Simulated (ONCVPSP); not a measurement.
## strontium, ONCV: configuration errors across variants

ONCVPSP 4.0.1 input, shortened (lines: element, Z, core and valence counts, functional; n l f; lmax; l rc ep ncon nbas qcut; lloc lpopt rc5 dvloc0; l nproj debl; icmod fcfact rcfact), PBEsol, scalar-relativistic:

```
  Sr 38.00    6    2  -116133      upf
    1    0    2.00
    2    0    2.00
    2    1    6.00
    3    0    2.00
    3    1    6.00
    3    2   10.00
    4    0    2.00
    4    1    6.00
    2
    0    1.45    0.00    4    8    4.80
    1    1.45    0.00    4    7    6.10
    2    1.40    0.25    5   10    6.90
    4    5    1.15    6.00
    0    3    2.80
    1    1    3.90
    2    2    0.70
    3    3.25    1.75
```

In the d channel the program set the typed energies aside and used 0.050, 0.750 Ha.

All-electron excitation energies from the reference (eV): (1) 4s2 4p6 5s2 -16.791; (2) 4s2 4p6 5s1 -10.895; (3) 4s2 4p6 5s1.5 -14.445; (4) 4s2 4p6 4d1 -9.160.

A true bound ghost makes a file unfit for plane-wave use even where its test errors are small: the radial tests pick states by their node count and pass the ghost by.

Errors AE − PS in meV (a dash: test not solved or not reliable):

```csv
change,(1),(2),(3),(4),bound ghosts,GHOST(+) flags above zero
base,-2.2,-0.8,-1.6,-4.5,d,"s, d"
d: qcut 3.9,-2.2,-0.8,-1.6,-4.7,d,"s, d"
d: qcut 5,-2.2,-0.8,-1.6,-4.6,d,"s, d"
d: qcut 6.4,-2.2,-0.8,-1.6,-4.5,d,"s, d"
d: qcut 7,-2.2,-0.8,-1.6,-4.5,d,"s, d"
d: qcut 7.8,-2.2,-0.8,-1.6,-4.5,d,s
d: qcut 8.3,-2.2,-0.8,-1.6,-4.5,d,s
d: qcut 8.9,-2.2,-0.8,-1.6,-7.9,d,s
d: qcut 9.7,-2.2,-0.8,-1.6,-7.2,d,s
d: qcut 10.5,-2.2,-0.8,-1.6,-6.7,d,s
```

Task: Give the same row for: d: qcut 5.6.

Result: -2.2, -0.8, -1.6, -4.6; bound ghosts: d; GHOST(+) flags above zero: s, d.
